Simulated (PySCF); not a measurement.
CoO₂Br, triplet: structure and spectrum

These are results of UPBE0 in PySCF with Co def2-TZVP, O def2-TZVP, Br def2-TZVP; no relativity; density-fitted integrals, not measurements.

The structure is a minimum.

```xyz
4
charge 0 multiplicity 3, angstrom
Co   -0.8654    0.0000   -0.1247
O    -1.6256    1.3517   -0.2343
O    -1.6256   -1.3517   -0.2343
Br    1.3048    0.0000    0.1880
```

* Point group: C2v
* Bond lengths: Co–Br 2.193 Å, Co–O 1.555 Å (×2)
* Bond angles: Br–Co–O 119.6° (×2), O–Co–O 120.8°
* Dipole moment: 1.28 D
* Atomisation energy without zero-point energy: 884 kJ/mol
* Enthalpy at 298.15 K above 0 K: 15.58 kJ/mol
* Rotational constants: 0.2884, 0.06279, 0.05156 cm⁻¹
* Lowest empty level (α): -5.43 eV
* Entropy at 298.15 K and 1 bar (electronic part: spin only): 323.5 J/(mol K)
* Highest occupied level (β): -9.32 eV
* Spin squared ⟨S²⟩: 2.039
* Principal polarisabilities: 32.0, 56.6, 78.6 bohr³
* Zero-point energy: 17.6 kJ/mol
* Rotational symmetry number: 2
* Heat capacity Cp at 298.15 K: 65.9 J/(mol K)
* Principal quadrupole moments (Buckingham, traceless) about the centre of mass: -2.93, -0.17, 3.10 D Å

Harmonic modes (masses in u: Co 58.933, O 15.995, Br 78.918):
```tsv
symmetry	ω (cm⁻¹)	IR (km/mol)	μ (u)	type
b1	139	16.5	25.51	bend
b2	158	0.2	21.35	bend
a1	261	3.7	24.12	mixed
a1	386	12.5	29.99	mixed
a1	1001	43.6	17.75	stretch
b2	1004	79.2	20.43	stretch
```

In C2v the vibrations span b1 + 2b2 + 3a1. Here b1 is antisymmetric to the molecular plane and b2 lies in it.

Charges (e):
| atom | Mulliken | Löwdin | polar tensor | spin (Mulliken) | Mayer order to Co1 |
| --- | --- | --- | --- | --- | --- |
| Co1 | 0.93 | -0.05 | 1.05 | 1.28 | – |
| O2,3 | -0.39 | -0.11 | -0.39 | 0.33 | 1.68 |
| Br4 | -0.16 | 0.26 | -0.27 | 0.06 | 1.08 |
Other Mayer orders above 0.3: O–O 0.42.

Mulliken populations on Co1: s 6.42, p 12.40, d 7.24, f 0.00.

Outer orbital energies (eV). α occupied: -13.30, -11.28, -11.01, -10.59, -10.20, -9.70, -9.41, -9.35; empty: -5.43, -5.05, 0.45, 2.46. β occupied: -12.83, -11.80, -10.99, -10.65, -10.55, -9.85, -9.64, -9.32; empty: -5.08, -4.57, -4.33, -4.23.

Formally Co is in oxidation state +5, d4, with 2 unpaired electrons (the high-spin count would be 4). The Mulliken spin on Co is 1.28. The polar-tensor charge on Co, 1.05, is far below the formal one.

Only a few start shapes were tried, so a lower isomer may exist. With open d or f shells other occupations or spin states may lie lower.

The final relaxation and frequency run took 3.2 min on 4 threads of a shared Arm Neoverse V1 host, with 155 basis functions and 13 gradients; the process peaked at 1.7 GiB.
